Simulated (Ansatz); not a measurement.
Geometry optimisation, RKS PBE-D4/6-31G in Ansatz 0.2.0.

Input:

```yaml
crystal:
  periodic: [false, false, false]
  atoms:
    - { symbol: B, position_ang: [0.01455, 1.77776, -0.61426] }
    - { symbol: Si, position_ang: [0.6232, -0.06698, -0.55745] }
    - { symbol: C, position_ang: [-0.26667, -1.25188, 0.67292] }
    - { symbol: F, position_ang: [-1.24904, -0.53046, 1.30415] }
    - { symbol: H, position_ang: [-0.86219, 2.1036, -1.316] }
    - { symbol: H, position_ang: [0.45909, 2.58193, 0.10856] }
    - { symbol: H, position_ang: [1.64544, -0.86707, -1.23772] }
    - { symbol: H, position_ang: [0.39547, -1.64417, 1.45753] }
    - { symbol: H, position_ang: [-0.75984, -2.10275, 0.18226] }
total_charge: 1
basis:
  gaussian: { orbitals: "6-31G" }
hamiltonian:
  xc: pbe
  dispersion: d4
relax:
  f_tol: 0.015
  max_steps: 40
```

Launched with:

```bash
$ ansatz run input.yaml --threads 1 --pin off --max-ram 2048MiB --backend cpu --events-out ev --progress --plain --runs-dir out
```

**Question.** Where does it end, and by what steps?

**Answer.** The run converged. Limits of this set-up: no polarisation functions, the dipole of an ion depends on the origin. After 5 steps the energy has fallen by 0.255 eV; H7 moved furthest, 0.17 Å.

```tsv
step	energy less start (eV)	largest force component (eV/Å)	accepted
0	0.0000	1.932	yes
1	-0.2228	0.457	yes
2	-0.2473	0.261	yes
3	-0.2517	0.122	yes
4	-0.2545	0.042	yes
5	-0.2548	0.012	yes
```

```xyz
9
Properties=species:S:1:pos:R:3
B 0.017 1.808 -0.631
Si 0.587 -0.111 -0.504
C -0.312 -1.292 0.727
F -1.328 -0.548 1.404
H -0.848 2.110 -1.407
H 0.534 2.617 0.090
H 1.702 -0.732 -1.319
H 0.412 -1.706 1.459
H -0.762 -2.146 0.181
```

Whether the end is a true minimum wasn't checked by a vibrational analysis.

The run took 13 s on 1 thread of Arm Neoverse V2, on a shared host, peak memory 0.15 GiB.
